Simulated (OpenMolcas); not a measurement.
## Pr4+: ligand-field states by method

Pr4+ with 8 ligands (fluoride) in square antiprismatic coordination (D4d) at 2.11 Å, a polar angle of 60.7° against the regular 57.3°. A charge of +0.5 e stands 3.2 Å behind each ligand. Ligand basis ANO-RCC-VDZP.
```
Pr    0.0000    0.0000    0.0000
F     1.7006    0.7044    1.0314
F    -0.7044    1.7006    1.0314
F    -1.7006   -0.7044    1.0314
F     0.7044   -1.7006    1.0314
F     1.7006   -0.7044   -1.0314
F     0.7044    1.7006   -1.0314
F    -1.7006    0.7044   -1.0314
F    -0.7044   -1.7006   -1.0314
```

| Property | Result |
| --- | --- |
| Program | OpenMolcas |
| Basis | ANO-RCC-VTZP [8s7p5d3f2g1h] |
| Scalar Hamiltonian | DKH2, point nucleus |
| Active space | 1 electron in 7 orbitals (4f) |
| State averaging | 2S+1 = 2 odd, 7 roots |
| Spin-orbit coupling | state interaction with AMFI integrals over the reference wave functions |

I. CASSCF
II. SS-CASPT2, IPEA 0.25 Eh, imaginary shift 0.1 Eh (closed shells correlated: 5s 5p and the ligand valence shells)

Spin-free states in cm-1, each column counted from its own energy of the first state listed:

```csv
State,Degeneracy,I,II
2S+1 = 2,2,0,0
2S+1 = 2,1,676,900
2S+1 = 2,2,1097,1250
2S+1 = 2,2,1615,1880
```

From I to II, I's first state of the same spin (2S+1 = 2) moves from 676 to 900 cm-1, by about +230 cm-1.

With spin-orbit coupling the lowest J multiplet is 899 (I), 991 (II) cm-1 wide, a factor of 1.10 from I to II.

χT at 300 K: I 0.58, II 0.55 cm3 K/mol.

Over all roots computed the reference weight is 0.66 in II; a low but even weight reflects the number of correlated electrons. Splittings of an f shell from a small cluster at a set distance can be off by tens of per cent, mostly too small (holds for II). The distance lies 7 % under the 2.27 Å that this model takes as the normal distance (a Shannon-type radius plus a fixed donor radius); by an R⁻⁵ law this alone changes a d-shell field by about +44 %. No measured value stands beside these numbers; the geometry is a model, was not optimised and need not be the one that this ion takes.
